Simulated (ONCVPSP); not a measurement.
# Ir (Z = 77): ONCV pseudisation with LDA (Perdew-Wang 92), scalar-relativistic reference atom.

```json
{
  "Element": "iridium (Ir)",
  "Generator": "ONCVPSP 4.0.1",
  "Type": "optimised norm-conserving Vanderbilt (ONCV)",
  "Functional": "LDA (Perdew-Wang 92)",
  "Relativity": "scalar-relativistic",
  "Frozen core": "[Kr] 4d10 4f14",
  "Valence charge": "17",
  "Reference configuration": "5s2 5p6 5d7 (charge +2)",
  "Partial waves": "5s: rc 1.30 bohr, ncon 4, nbas 9, qcut 7.3 1/bohr, 2 projectors, debl 1.5 Ha; 5p: rc 1.85 bohr, ncon 5, nbas 9, qcut 8.2 1/bohr, 2 projectors, debl 3.4 Ha; 5d: rc 2.15 bohr, ncon 4, nbas 8, qcut 6.8 1/bohr, 2 projectors, debl 2.8 Ha",
  "Local potential": "polynomial inside 0.80 bohr (lpopt 5, dvloc0 4 Ha)",
  "Core correction": "polynomial model core, fcfact 0.65"
}
```

In the s channel the program set the typed energies aside and used -4.266, 0.250 Ha.

All-electron outer shells of the reference configuration (LDA (PZ), scalar-relativistic, ld1.x):

```
shell  level (eV)  outermost node (bohr)  outermost maximum (bohr)
   4f      -80.33                      –                      0.39
   5p      -72.73                   0.54                      1.01
   5d      -24.71                   0.59                      1.29
```

**Question.** Does the generator finish with these settings?

**Answer.** Yes, a potential is produced and its reference levels are reproduced.

**Question.** Estimate the cutoffs (Ha) at which the residual kinetic energy of the hardest occupied pseudo-wave falls to 1 and 0.1 mHa per electron.

**Answer.** 26 Ha and 122 Ha.

**Question.** Does the potential have ghost states?

**Answer.** Ghosts flagged at negative energy: s at -148.0 eV; GHOST(+) flagged for p at 150.5 eV. A true bound ghost makes a file unfit for plane-wave use.

**Question.** Which valence shell sets the plane-wave cutoff?

**Answer.** 5s: 26 Ha for 1 mHa per electron, against 20 Ha for 5p.

**Question.** Tests: 5s2 5p6 5d7 6s2; 5s2 5p6 5d7 6s1; 5s2 5p6 5d6; 5s2 5p6 5d7 6s1 6p1. Which has the largest error in its energy relative to the reference configuration, and how large is it?

**Answer.** 5s2 5p6 5d7 6s1 6p1, with +6.3 meV (all-electron minus pseudo) on -22.61 eV.
